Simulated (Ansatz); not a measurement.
The cluster Cs₂Cl₂⁻. The state is a doublet with charge -1. Geometry PBE-D4/def2-TZVPD, basis def2-TZVPD, Ansatz.

```xyz
4

Cs    1.324   -1.524   -1.101
Cs   -1.324    1.524    1.102
Cl    1.848    0.969    0.882
Cl   -1.848   -0.968   -0.883
```

| run | HOMO (eV) | LUMO (eV) |
| --- | --- | --- |
| A | 0.81 | 0.91 |
| B | 0.46 | 0.85 |
| C | 0.44 | 1.20 |
| D | 0.03 | 1.62 |

In the def2 sets Cs takes a core potential; there is no spin–orbit coupling. HOMO above LUMO, or a gap near zero within one spin, warns that the state may not be the lowest or that an electron is smeared out. The structure comes from a short search, and lower isomers may exist.

HOMO and LUMO are taken over both spins.

Task: The runs used B97M-V, BHLYP, PBE0, ωB97X-V. Estimate which is which.

Result: A B97M-V (0 % exact exchange); B PBE0 (25 % exact exchange); C BHLYP (50 % exact exchange); D ωB97X-V (range-separated). Exact exchange lowers occupied and raises empty levels; among semilocal functionals meta-GGAs tend to open the gap a little, and such runs are hard to tell apart. The gap grows from 0.09 eV (B97M-V) to 1.59 eV (ωB97X-V). At B97M-V/def2-TZVPD, PBE0-D4/def2-TZVPD, BHLYP-D4/def2-TZVPD, ωB97X-V/def2-TZVPD the highest occupied level of the charge -1 doublet lies above zero (up to 0.81 eV). By energy differences its removal costs 0.19 eV (vertical, to the charge 0 singlet, at PBE0-D4/def2-TZVPD). At B97M-V/def2-TZVPD the gap within one spin of the charge -1 doublet nearly closes, so an electron or hole may be smeared out by delocalisation error.
